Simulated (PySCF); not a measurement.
Constitutional and geometric isomers with formula C3H4S. Isolated molecules, 0 K electronic values unless said otherwise. One relaxed conformer stands for each flexible species; it need not be the lowest. Strings in code marks are SMILES.

The numbers are results of PBE-D3(BJ)/def2-TZVP // PBE0-D3(BJ)/def2-TZVP (PySCF), not measurements. Delta-SCF ions had no search for a lower state. Excitations are Tamm–Dancoff values on a coarser integration grid. The basis has no diffuse functions, so Rydberg states are missing or too high.

| species | T1 excitation (TDA) (eV) | vertical ionisation energy (Delta-SCF) (eV) | HOMO–LUMO gap (eV) | S1 excitation (TDA) (eV) | S1 oscillator strength |
|---|---|---|---|---|---|
| `CC#CS` | ? | 8.48 | 4.41 | 4.51 | 0.000 |
| `SC1C=C1` (H–S–C–C torsion 152°) | 3.84 | 8.83 | 3.95 | ? | 0.005 |
| `C1(CC1)=S` | 1.68 | ? | 1.96 | 2.19 | 0.000 |
| `C=CC=S` (C–C–C–S torsion 180°) | ? | 8.58 | 1.70 | ? | 0.000 |

Problem. Complete the blanks.

Solution. 
- `CC#CS`, T1 excitation (TDA) (eV): 4.16
- `SC1C=C1` (H–S–C–C torsion 152°), S1 excitation (TDA) (eV): 4.02
- `C1(CC1)=S`, vertical ionisation energy (Delta-SCF) (eV): 8.33
- `C=CC=S` (C–C–C–S torsion 180°), T1 excitation (TDA) (eV): 1.44
- `C=CC=S` (C–C–C–S torsion 180°), S1 excitation (TDA) (eV): 1.92
